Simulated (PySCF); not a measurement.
C₃H₉OSi, SMILES CCO[SiH]C (connectivity only; charge and spin as stated), charge +1, multiplicity 1.

Geometry optimised at r2SCAN-D4/def2-SVP. The spin state was assumed, not searched. The isomer is the one that the SMILES or the coordinates give; other isomers of the formula were not compared. The values are those of a single conformer.

Two levels are set side by side: PBE/def2-TZVP (PySCF) and PBE0/def2-TZVP (PySCF). Same geometry, gas phase. Differences are taken from unrounded values.

| quantity | PBE |
|---|---|
| orbital gap (eV) | 4.46 |
| highest occupied level (eV) | -12.57 |
| lowest empty level (eV) | -8.10 |
| mean polarisability (bohr³) | 62.6 |

Task: These are the PBE values. What does PBE0 give? (The exact figures need the calculation; the answer reports its results.)

Result: 
```tsv
quantity	PBE0	PBE minus PBE0
orbital gap (eV)	6.72	-2.25
highest occupied level (eV)	-13.94	1.37
lowest empty level (eV)	-7.22	-0.88
mean polarisability (bohr³)	59.7	2.9
```

Without exact exchange PBE keeps part of each electron's self-repulsion, which lifts occupied levels and narrows the gap. PBE's more diffuse valence density responds more strongly to a field. Differences between two approximate levels are no errors against the true value.

Rough cost on one machine, each run with all the roots and properties that it gave: PBE0 against PBE within a factor of 2.
